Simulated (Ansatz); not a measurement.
Isolated molecules relaxed with PBE0-D4/def2-TZVP in Ansatz; ΔE leaves out vibrations. CBS: MP2 limit from def2 TZ/QZ plus the TZ coupled-cluster correction, frozen cores. DFT in def2-TZVPP. For Ge outer-core shells are correlated without core-valence functions, which leaves a few kJ/mol of doubt a bond. Scalar relativity is left out up to krypton. Each species was taken in one conformer, which may not be the lowest.

`B[SiH](F)Cl` + `BC(=C)[NH][GeH3]` → `F[SiH](Cl)[NH][GeH3]` + `BC(B)=C`  (redistribution)

| level | ΔE (kcal/mol) |
| --- | --- |
| PBE0-D4 | -35.0 |
| ωB97X-V | -37.6 |
| MP2/def2-TZVPP | -41.1 |
| CCSD/CBS(def2) | -40.1 |

Task: What does CCSD(T)/CBS give? (An estimate is asked.)

Result: Ansatz gave: -39.2 kcal/mol. The listed levels differ from it by 4.2, 1.6, -1.9, -0.9 kcal/mol.

Largest T1 diagnostic among the species: 0.012.

In def2-TZVPP, CCSD(T) changes the Hartree–Fock value by +5.3 kcal/mol (the triples alone add +0.9 kcal/mol) and MP2 by +3.3 kcal/mol. From PBE to PBE0 (25 % exact exchange), in def2-TZVPP and without D4, ΔE moves by −3.4 kcal/mol.
